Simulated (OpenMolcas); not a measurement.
## Sm III: effect of the basis set

- Program: OpenMolcas 26.06
- Method: SS-CASPT2, IPEA 0.25 Eh, imaginary shift 0.1 Eh (closed shells correlated: 5s 5p)
- Active space: 6 electrons in 7 orbitals (4f)
- State averaging: 2S+1 = 7 even, 7 roots; 2S+1 = 5 even, 140 roots (105 in the spin-orbit step); 2S+1 = 3 even, 259 roots kept (CI in the orbitals of an earlier block, 141 in the spin-orbit step); 2S+1 = 1 even, 197 roots kept (CI in the orbitals of an earlier block, 47 in the spin-orbit step)
- Spin-orbit coupling: state interaction with AMFI integrals over the reference wave functions, term energies averaged over their components

A. ANO-R1 [7s5p3d2f], X2C, finite nucleus; CASPT2 step about 120 core-seconds
B. ANO-RCC-VDZP [7s6p4d2f1g], DKH2, point nucleus; CASPT2 step about 100 core-seconds
C. ANO-R2 [8s6p5d3f1g], X2C, finite nucleus; CASPT2 step roughly 2.8 core-minutes
D. ANO-RCC-VTZP [8s7p5d3f2g1h], DKH2, point nucleus; CASPT2 step of the order of 4 core-minutes
E. ANO-R3 [9s8p6d5f3g1h], X2C, finite nucleus; CASPT2 step about 15 core-minutes
F. ANO-RCC-VQZP [9s8p6d4f3g2h], DKH2, point nucleus; CASPT2 step of the order of 16 core-minutes

Energies in eV above 4f6 7F0, the measured ground level; measured values from Martin, Zalubas and Hagan, Atomic Energy Levels: The Rare-Earth Elements, NSRDS-NBS 60 (1978).

```tsv
Level	A	B	C	D	E	F	Measured
4f6 7F0	0.0000	0.0000	0.0000	0.0000	0.0000	0.0000	0.0000
4f6 7F1	0.0382	0.0408	0.0424	0.0432	0.0447	0.0441	0.0364
4f6 7F2	0.1070	0.1129	0.1167	0.1185	0.1218	0.1205	0.1009
4f6 7F3	0.1972	0.2060	0.2118	0.2141	0.2189	0.2170	0.1851
4f6 7F4	0.302	0.312	0.320	0.322	0.328	0.325	0.2824
4f6 7F5	0.415	0.427	0.435	0.436	0.442	0.440	0.3883
4f6 7F6	0.534	0.545	0.553	0.554	0.559	0.556	0.4993
4f6 5D0(1)	1.977	1.808	1.740	1.675	1.615	1.630	
4f6 5D1(1)	2.133	1.969	1.902	1.837	1.780	1.793	
4f6 5D2(1)	2.381	2.218	2.152	2.086	2.031	2.043	
4f6 5D3(1)	2.686	2.524	2.458	2.390	2.336	2.347	
4f6 5L6 [59 %]	3.032	3.013	2.950	2.889	2.859	2.853	
4f6 5D4(1)	3.042	2.878	2.814	2.744	2.691	2.700	
4f6 5G2(1)	3.126	2.977	2.909	2.835	2.785	2.793	
4f6 5L7	3.131	3.115	3.053	2.993	2.968	2.958	
4f6 5G3(1)	3.147	3.002	2.935	2.861	2.813	2.820	
4f6 5G4(1)	3.171	3.029	2.963	2.889	2.842	2.848	
4f6 5G5(1)	3.186	3.045	2.980	2.906	2.859	2.865	
4f6 5G6(1) [51 %]	3.198	3.057	2.993	2.921	2.878	2.881	
4f6 5L8	3.228	3.215	3.154	3.094	3.071	3.060	
4f6 5L9	3.313	3.302	3.242	3.182	3.160	3.148	
4f6 5L10	3.378	3.368	3.308	3.248	3.226	3.214	
4f6 5H3(1)	3.754	3.636	3.574	3.490	3.447	3.451	
4f6 5H7(1)	3.788	3.670	3.610	3.521	3.477	3.482
```

Deviations, from unrounded energies. A percentage is the sum of absolute deviations over the sum of measured energies, with the sign that they share, or ± where signs differ.

```
                  Against measurement  Levels     A      B      C      D      E      F
       mean absolute deviation (cm-1)       6   140    200    250    260    300    280
fine structure of the ground term (%)       6  +6.8  +10.2  +12.5  +13.1  +14.9  +14.1
```

A lies closest to measurement on these levels and E furthest from it. The largest miss of A in the table is 4f6 7F6, by +280 cm-1. The ranking rests on the paired levels alone, and a cruder setting can come out closer through cancelling errors.

The two smallest mean deviations differ by little beside CASPT2's spread within terms, so their order carries little weight.

Among A to F the level of the table that moves most is 4f6 5D0(1), by 2900 cm-1 (lowest in E, highest in A). Moves below CASPT2's spread within the term are not significant.

CASPT2 does not keep the components of a term degenerate, so their means are used; among the terms shown or strongly mixed into the levels shown the widest spread is 590 cm-1 (4f6 7F, C). High states are left out of the spin-orbit mixing, which shifts the levels that they would mix with. Computed and measured levels are paired by configuration, term and J; levels that our copy of the source lacks, or whose pairing is in doubt (as where it misses far off the trend of its configuration), stay unpaired and out of the deviations. Levels of configurations outside the active space are missing. Levels that lie high or do not pair safely by name in every column are left out.

A share in square brackets marks a mixed level and gives the weight of the term that names it, the lowest over the columns. A number in round brackets counts repeated terms of one configuration in the order of the reference energies.
